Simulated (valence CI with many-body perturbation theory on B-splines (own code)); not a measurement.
# Br³⁰⁺: one-electron terms

Method: relativistic CI+MBPT: three valence electrons over a frozen Dirac-Fock core [He], radial functions for each j: 11 s, 11 p, 9 d, 7 f, 5 g, 2 h, 1 i, with the one-electron correlation potential Σ1 (screened to all orders), the two-electron term Σ2, the three-electron term Σ3, Breit, model QED; selected single and double excitations, second order for the rest (own B-spline code, finite nucleus).

The last digits are not significant, and no measured levels were compared; by estimate large intervals hold to a few tenths of a per cent, small ones and those within an open d or f shell to about a per cent.

These are the spectroscopic orbitals of the CI (the correlating ones are not listed), shaped by the core and the other valence electrons. h is the expectation value of the core's Dirac-Fock operator, without the valence repulsion; Σ1 is computed up to l = 3 at one energy for each symmetry, that of its lowest orbital but kept below the first core excitation, so for empty shells it is not the orbital's own correlation shift; Breit and QED include the response of the core.

| Orbital | h (hartree) | Σ1 (cm⁻¹) | Breit (cm⁻¹) | QED (cm⁻¹) | ⟨r⟩ (bohr) |
| --- | --- | --- | --- | --- | --- |
| 2s1/2 | -142.23 | -1211 | 10952 | 10333 | 0.1768 |
| 3s1/2 | -62.369 | -288 | 3071 | 2991 | 0.4076 |
| 4s1/2 | -34.807 | -111 | 1231 | 1218 | 0.7376 |
| 5s1/2 | -22.168 | -54.7 | 618 | 614 | 1.163 |
| 2p1/2 | -139.68 | -2888 | 21525 | -475 | 0.1496 |
| 3p1/2 | -61.639 | -630 | 5880 | -146 | 0.3841 |
| 4p1/2 | -34.505 | -240 | 2377 | -60.7 | 0.7167 |
| 5p1/2 | -22.015 | -117 | 1194 | -30.8 | 1.145 |
| 2p3/2 | -137.51 | -2601 | 9137 | 495 | 0.1529 |
| 3p3/2 | -60.997 | -567 | 2447 | 130 | 0.3887 |
| 4p3/2 | -34.236 | -216 | 1029 | 52.2 | 0.7227 |
| 5p3/2 | -21.878 | -106 | 517 | 26.2 | 1.152 |
| 3d3/2 | -60.689 | -260 | 202 | -37.5 | 0.3308 |
| 4d3/2 | -34.106 | -110 | 110 | -14.2 | 0.6672 |
| 5d3/2 | -21.811 | -56.2 | 59.3 | -6.9 | 1.099 |
| 3d5/2 | -60.492 | -251 | 64.0 | 56.5 | 0.3324 |
| 4d5/2 | -34.023 | -105 | 34.5 | 25.2 | 0.6691 |
| 5d5/2 | -21.769 | -54.0 | 18.0 | 13.1 | 1.102 |
| 4f5/2 | -33.987 | -22.1 | 1.2 | -10.2 | 0.5776 |
| 5f5/2 | -21.752 | -12.4 | 1.0 | -5.1 | 1.011 |
| 4f7/2 | -33.946 | -21.8 | 0.3 | 8.5 | 0.5786 |
| 5f7/2 | -21.731 | -12.2 | 0.2 | 4.5 | 1.013 |
| 5g7/2 | -21.725 |  | 0.0 | -3.2 | 0.8853 |
| 5g9/2 | -21.713 |  | 0.0 | 2.5 | 0.8861 |

Among the shells of the start configuration 2s2 2p1, Σ1 is largest in size for 2p1/2, where it is 0.0094 % of h.

Lowest root of each symmetry, sizes in configuration state functions:

| J | Parity | Roots | Reference | Variational | Second order | Change by selected CI (cm⁻¹) | Change by second order (cm⁻¹) |
| --- | --- | --- | --- | --- | --- | --- | --- |
| 1/2 | even | 16 | 50 | 9821 | 10020 | -6142 | 0 |
| 3/2 | even | 20 | 70 | 15594 | 25829 | -4591 | -1 |
| 5/2 | even | 15 | 66 | 16835 | 26641 | -6249 | -1 |
| 7/2 | even | 5 | 41 | 11742 | 26546 | -6751 | -4 |
| 9/2 | even | 2 | 23 | 6801 | 23428 | -11134 | -3 |
| 1/2 | odd | 15 | 48 | 9588 | 14456 | -8296 | 0 |
| 3/2 | odd | 22 | 72 | 15668 | 27222 | -8144 | -1 |
| 5/2 | odd | 13 | 62 | 16490 | 35370 | -13920 | -1 |
| 7/2 | odd | 6 | 43 | 12211 | 34761 | -9049 | -2 |
| 9/2 | odd | 2 | 20 | 7334 | 17843 | -7061 | -3 |
